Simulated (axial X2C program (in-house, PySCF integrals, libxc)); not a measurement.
RuTe⁺ at several levels of theory

All values were computed with an axial X2C code built on PySCF integrals. Spin-free means the one-electron spin-free X2C Hamiltonian; two-component (2c) means X2C with spin–orbit coupling and atomic mean-field two-electron Coulomb and Gaunt terms, so the difference of the two also holds small scalar two-electron terms. Basis: Te dyall-cv3z [11s12p8d4f1g], Ru dyall-cv3z [12s12p8d5f3g] (cores contracted in-house); Gaussian nuclei, density fitting, unrestricted open shells. Masses: Te 129.906 u, Ru 101.904 u.

The run was started with this input:
```json
{"zs": [52, 44], "q": 1, "bas": ["dyall-cv3z", "dyall-cv3z"], "levels": ["PBE0", "HF", "PBE"], "cc": true, "r0": 2.42, "thr": -1.0, "nmax": 90, "npts": 10, "nst": 2, "ntry": 6}
```
```bash
python so2c.py task.json out
```

Keys: zs atomic numbers; q charge; bas basis sets; levels methods; cc coupled cluster on or off; r0 starting distance in Å; thr threshold in hartree for freezing inner shells (an s shell follows its p shell); nmax most natural virtual spinors; npts points on the curve; nst determinants followed; ntry starts of the search. HF also brings MP2.

State, spin-free: M_S = 5/2, Λ = 0 (beyond evenly filled blocks: σα, π+α, π-α, δ+α, δ-α); electrons by block: σα: 20, σβ: 19, π+α: 11, π+β: 10, π-α: 11, π-β: 10, δ+α: 4, δ+β: 3, δ-α: 4, δ-β: 3. Fragments: Te + Ru+.

State, 2c: Ω = 5/2 (⟨Sz⟩ = 2.43, ⟨Lz⟩ = 0.07 at HF); electrons by block: 1/2: 30, -1/2: 30, 3/2: 14, -3/2: 14, 5/2: 4, -5/2: 3. Fragments: Te + Ru+.

| Hamiltonian | level | Re (Å) | ωe (cm⁻¹) | ωexe (cm⁻¹) | Be (cm⁻¹) | De (eV) | D0 (eV) | k (mdyn/Å) | μ (D) |
| --- | --- | --- | --- | --- | --- | --- | --- | --- | --- |
| spin-free | PBE0 | 2.461 | 247.8 | 0.722 | 0.04873 | 2.99 | 2.98 | 2.07 | 3.87 |
| spin-free | HF | 2.721 | 141.9 | 0.613 | 0.03988 | 1.10 | 1.09 | 0.678 | 4.16 |
| spin-free | MP2 | 2.461 | 230.8 | 1.02 | 0.04873 | 2.32 | 2.30 | 1.79 | n/a |
| spin-free | CCSD | 2.494 | 225.4 | 0.903 | 0.04746 | 2.26 | 2.24 | 1.71 | n/a |
| spin-free | CCSD(T) | 2.477 | 239.4 | 0.867 | 0.04813 | 2.41 | 2.39 | 1.93 | n/a |
| spin-free | PBE | 2.461 | 254.6 | 0.609 | 0.04872 | 3.70 | 3.69 | 2.18 | 3.51 |
| 2c | HF | 2.738 | 136.4 | 0.626 | 0.03936 | n/a | n/a | 0.626 | 4.23 |
| 2c | MP2 | 2.470 | 224.6 | 1 | 0.0484 | n/a | n/a | 1.7 | n/a |
| 2c | CCSD | 2.501 | 220.2 | 0.933 | 0.04717 | n/a | n/a | 1.63 | n/a |
| 2c | CCSD(T) | 2.483 | 234.4 | 0.9 | 0.04788 | n/a | n/a | 1.85 | n/a |

Correlated methods: 13 electrons correlated (number of frozen shells: Te 4 s, 3 p, 2 d; Ru 4 s, 3 p, 1 d), 343 virtual spin orbitals or spinors in MP2, 90 natural virtuals in coupled cluster.

Dipoles are positive if Ru is the positive end and refer to the centre of mass.

The state is a single determinant with fixed occupations, the lowest that a limited PBE0 search found. De is counted from the lowest determinant-based energies of the atoms at the same level, without counterpoise correction. De is not given where an atomic determinant may have missed its ground term or J level, or where the truncated virtual space spoils (T). Coupled cluster ran in a truncated set of natural virtual spinors; the MP2 energy of the rest was added. (T) has no such correction and the atoms are truncated less, which lowers De at CCSD(T) by a hundredth of an eV or more. PBE0 can misorder states that lie within some tenths of an eV, so this need not be the ground state of the molecule. The nearest other spin-free determinant of the search, M_S = 3/2, Λ = 3, lies 0.57 eV up at the distance of the search. The functionals have no current-density term, which raises determinants with orbital currents, atoms included. With several unpaired electrons one determinant need not be a pure state. At some level and bond length an empty orbital lies below a filled one. This is the top spin component of a Σ state; components of lower Ω are not single determinants and can lie lower. The T1 diagnostic is large, a sign of multireference character. With the outer-core shells frozen, correlated bond lengths of heavy atoms tend to come out a few hundredths of an ångström too long.

No reliable constants came from PBE (2c), PBE0 (2c): no minimum in range, unconverged points, a curve that is not smooth, a change of character along it, or the two Hamiltonians disagreeing along it.

Rough cost a point (2c) on 1 thread(s) of a shared host, integrals apart: HF 2.7 s, CCSD(T) 10 s.

The whole task took 6.3 min on 1 thread of Arm Neoverse V2 (shared host).
